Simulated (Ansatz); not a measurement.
C₂H₇GeN, SMILES `C1[CH2][GeH2][NH]1` at its PBE0-D4/def2-TZVP geometry, where that method's forces vanish. Charge 0, multiplicity 1.

```xyz
11

C    -1.0923   -0.1044    0.1575
C    -0.1724   -0.2005   -1.0810
Ge    1.3223    0.1840    0.1406
N    -0.1064   -0.2359    1.2444
H    -1.6160    0.8609    0.1621
H    -1.8550   -0.8915    0.1948
H    -0.3873    0.5086   -1.8777
H    -0.1209   -1.2065   -1.4966
H     1.8337    1.6457    0.1746
H     2.5306   -0.7647    0.2588
H    -0.3362    0.2043    2.1225
```

Task: What forces (eV/Å) does B3LYP-D4/def2-TZVPP give on these atoms in Ansatz? (Estimate.)

Result: Ansatz gave: 
```
C1  -0.394  0.012 -0.056
C2  -0.063 -0.072 -0.323
Ge3  0.408  0.079 -0.019
N4  -0.024 -0.032  0.316
H5   0.012 -0.056  0.006
H6   0.030  0.051 -0.003
H7   0.012 -0.049  0.046
H8  -0.007  0.070  0.013
H9   0.008  0.015  0.002
H10  0.011 -0.003  0.004
H11  0.006 -0.015  0.014
```

B3LYP here is the variant with VWN-RPA as its local correlation; programs differ in this.
